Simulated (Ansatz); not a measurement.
Computed with Ansatz on PBE0-D4/def2-TZVP structures; ΔE is electronic, products minus reactants. CCSD(T)/CBS adds triple-zeta CCSD(T) − MP2 to the extrapolated MP2 energy (def2 sets, frozen cores). This one scheme is used for every species, atoms too. Functionals use def2-TZVPP. HSE06 is defined as in plane-wave codes. Open shells (•) are unrestricted, without spin–orbit coupling. Spin–orbit coupling would lower the free atoms: a little for C; clearly for Ge. For Ge outer-core shells are correlated without core-valence functions, so the limit isn't a true one: a few kJ/mol of doubt a bond, and 10 to 20 or more in all where bonds break to atoms. Scalar relativity is left out up to krypton. One conformer a species, not always the lowest.

Reaction (atomization): `C[CH2][Ge]([CH2]C)([CH2]C)[CH2]C` → 8 C• + Ge• + 20 H•

CCSD(T)/CBS gives +2675.9 kcal/mol.

**Question.** Another level gave +2677.5 kcal/mol. Which?
A. ωB97X-V/def2-TZVPP
B. HSE06/def2-TZVPP
C. CCSD/def2-TZVPP
D. LDA (SPW92)/def2-TZVPP

**Answer.** A. ωB97X-V 2677.5, HSE06 2674.0, LDA (SPW92) 3011.0, CCSD/def2-TZVPP 2595.4 kcal/mol.

Largest T1 diagnostic among the species: 0.009.

Leaving LDA and LC-ωPBE aside and taking each functional with its dispersion term where it has one, the values, not all of them listed here, spread over 86.3 kcal/mol, from BHLYP-D4 to PBE-D4. LDA lies +319.0 kcal/mol from PBE without D4, its usual overbinding. From BLYP to BHLYP (50 % exact exchange), in def2-TZVPP and without D4, ΔE moves by −13.5 kcal/mol: exact exchange takes away binding that semilocal exchange gives to molecules.

For atomizations the MP2-based limit and the directly extrapolated one differ by several kJ/mol either way, and by 10 to 25 for some Ge, Se and Sn compounds, so smaller differences from it don't rank the levels.
